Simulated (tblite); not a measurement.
Species: C5H10F3O2P.
Z-matrix (Å and degrees, GFN2-xTB geometry), rows numbered from 1:
```
C 
C   1  1.5190
P   2  1.8343  1  110.45
O   3  1.4666  2  115.91  1    51.37
O   3  1.6065  2  101.25  1   174.56
C   3  1.8589  2  106.07  1   -74.87
C   6  1.5211  3  110.14  2   152.90
C   7  1.5109  6  111.13  3    78.55
F   8  1.3449  7  112.34  6    60.72
F   8  1.3415  7  113.05  6   -59.08
F   8  1.3401  7  112.19  6  -179.69
H   1  1.0879  2  109.45  3   -50.68
H   1  1.0883  2  111.24  3    68.91
H   1  1.0880  2  110.75  3  -170.58
H   2  1.0892  1  112.14  3  -123.08
H   2  1.0922  1  110.45  3   116.06
H   5  0.9600  3  109.57  2  -144.26
H   6  1.0899  3  107.35  2    34.27
H   6  1.0898  3  110.05  2   -83.47
H   7  1.0936  6  109.44  3   -39.86
H   7  1.0921  6  111.91  3  -161.64
```

All values are computed: GFN2-xTB (tblite) harmonic vibrations without scaling, gas phase. Against measured fundamentals such values can be off by several per cent, at times by over 20. One conformer, not necessarily the lowest.

Harmonic wavenumbers (cm⁻¹): 32.5, 51.3, 74.1, 99.5, 133.3, 162.6, 182.0, 193.6, 240.9, 257.8, 295.8, 342.0, 361.5, 380.6, 401.2, 445.3, 478.0, 514.5, 570.7, 643.4, 718.0, 756.0, 770.9, 807.2, 851.7, 890.3, 903.8, 970.5, 1007.6, 1023.7, 1050.7, 1079.0, 1084.1, 1133.9, 1183.8, 1203.9, 1209.2, 1249.7, 1260.3, 1268.5, 1328.1, 1408.5, 1423.8, 1433.6, 1437.1, 1493.7, 1494.6, 2962.2, 2976.7, 2985.1, 2990.7, 2991.0, 2998.1, 3023.4, 3031.7, 3040.4, 3561.8.

A = 1977, B = 538.3, C = 516.1 MHz; mass 190.037 u (most abundant isotopes); point group C1, symmetry number 1.

**Question.** What is the zero-point energy?

**Answer.** Half the sum of the wavenumbers: 33432 cm⁻¹ = 95.59 kcal/mol.

**Question.** Give the ideal-gas entropy at 298.15 K and 1 bar in the rigid-rotor, harmonic-oscillator model (classical rotation).

**Answer.** Translation 41.66, rotation 30.75, vibration 42.42: S = 114.8 cal/(mol K).

**Question.** And Cp and H(298.15 K) − H(0)?

**Answer.** Cp = 49.14 cal/(mol K), of which vibrations give 41.19 (their classical limit is 57 R = 113.3); H(298.15 K) − H(0) = 8.87 kcal/mol without the zero-point energy, 6.50 from vibrations.

**Question.** Blend soft modes into free rotors: weight 1/[1 + (100 cm⁻¹/ν̃)⁴] for the oscillator and the rest for a rotor with moment μB/(μ + B), μ = h/(8π²ν), B = 10⁻⁴⁴ kg m². What vibrational entropy results?

**Answer.** 38.51 cal/(mol K) in place of 42.42, which changes −T·S at 298.15 K by +1.17 kcal/mol.

**Question.** How do the functions run with temperature in this model?

**Answer.** 
```tsv
T (K)	S (cal/(mol K))	Cp (cal/(mol K))	H − H(0) (kcal/mol)	G − H(0) (kcal/mol)	ln q(vib)
50	63.5	15.7	0.57	-2.61	0.99
100	77.0	23.8	1.56	-6.14	2.82
373.15	126.8	57.6	12.88	-34.43	13.09
500	145.4	69.4	20.97	-51.71	17.54
750	176.7	85.1	40.45	-92.10	25.67
1000	202.7	94.9	63.03	-139.62	32.98
```

q(vib) and H(0) count from the zero-point level.

**Question.** What must be added to the electronic energy to get the Gibbs energy at 298.15 K and 1 bar?

**Answer.** ZPE + [H(298.15 K) − H(0)] − T·S = 95.59 + 8.87 − 34.24 = 70.22 kcal/mol.

**Question.** Which modes carry the vibrational entropy at 298.15 K?

**Answer.** 32.5 cm⁻¹: 5.67; 51.3 cm⁻¹: 4.77; 74.1 cm⁻¹: 4.04; 99.5 cm⁻¹: 3.46; 133.3 cm⁻¹: 2.90; 162.6 cm⁻¹: 2.52 cal/(mol K); the other 51 give 19.06 together.

Hindered rotation and anharmonicity are outside this model. Other conformers, if any are populated, would add a mixing term that is left out. The structure is chiral; the term R ln 2 for an equal mix with its mirror image is left out.
